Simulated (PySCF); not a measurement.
C₅H₆Se, SMILES C#C[C@H]1C[C@H]1[SeH].

Geometry optimised at PBE0-D3(BJ)/def2-SVP. The structure was generated by enumeration; whether it is a known compound was not checked. The values are those of a single conformer.

These are TDDFT-PBE/def2-SVPD (PySCF 2.14.0) values and carry that method's errors.

Vertical excitations. 

Computed excitation energies, oscillator strengths and character:
```tsv
state	energy (eV)	λ (nm)	f	main pairs
S1	4.61	269	0.001	HOMO→LUMO 99 %
S2	5.05	246	0.030	HOMO→LUMO+1 95 %
S3	5.22	237	0.021	HOMO→LUMO+2 90 %
S4	5.30	234	0.002	HOMO→LUMO+3 89 %
S5	5.52	224	0.032	HOMO−1→LUMO 89 %
S6	5.81	213	0.011	HOMO−2→LUMO 93 %
S7	5.90	210	0.003	HOMO→LUMO+4 95 %
S8	5.96	208	0.004	HOMO−1→LUMO+1 95 %
S9	6.04	205	0.004	HOMO−1→LUMO+2 96 %
S10	6.14	202	0.001	HOMO→LUMO+5 71 %, HOMO→LUMO+6 28 %
T1	4.23	293	0	HOMO→LUMO 99 %
T2	4.83	256	0	HOMO→LUMO+2 58 %, HOMO→LUMO+1 40 %
T3	4.86	255	0	HOMO→LUMO+1 46 %, HOMO→LUMO+2 36 %
T4	5.07	245	0	HOMO−1→LUMO 45 %, HOMO−1→LUMO+3 22 %, HOMO→LUMO+3 11 %, HOMO→LUMO+1 9 %
```
Triplets are in the Tamm–Dancoff approximation, which puts them higher than full response would, so one can lie above its singlet here.
